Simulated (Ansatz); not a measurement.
A thermochemical cycle in electronic energies (no zero-point or thermal terms), species as SMILES, kcal/mol. Geometries: B3LYP-D3(BJ)/def2-TZVP minima from Ansatz (a program for electronic structure), one conformer each, not searched for the lowest. Correlated levels leave the core frozen unless marked. Open shells are spin-unrestricted. No spin-orbit coupling. Non-relativistic. CBS(X,Y): correlation extrapolated as X^-3; Hartree-Fock from the larger set. The bracket is a focal-point correction in the basis named. Anions need diffuse functions, of which def2-TZVPD holds fewer than the aug- sets.

```csv
step,"RI-MP2/CBS(aug-cc-pVTZ,aug-cc-pVQZ)+[CCSD(T)-MP2]/aug-cc-pVTZ (Ansatz)",r2SCAN-D4/def2-TZVPD (Ansatz + dftd4)
"electron affinity EA, positive where the anion is bound: [NH]B(N)F + e- → [NH-]B(N)F",49.2,41.9
deprotonation energy A: NB(N)F -> [NH-]B(N)F + H+,388.6,389.4
"ionisation of the H atom at the same level, IE",313.7,313.7
```

Find the bond energy D: NB(N)F -> [NH]B(N)F + H atom.

Breaking the bond, ionising the H atom and attaching the electron to the radical add up to the deprotonation, A = D + IE - EA. At RI-MP2/CBS(aug-cc-pVTZ,aug-cc-pVQZ)+[CCSD(T)-MP2]/aug-cc-pVTZ: D = A - IE + EA = 388.6 - 313.7 + 49.2 = 124.1. At r2SCAN-D4/def2-TZVPD: D = A - IE + EA = 389.4 - 313.7 + 41.9 = 117.6. The functional differs from the first level by -6.5 in D, -7.3 in EA and +0.8 in A; for EA and A the gap mixes functional and basis.
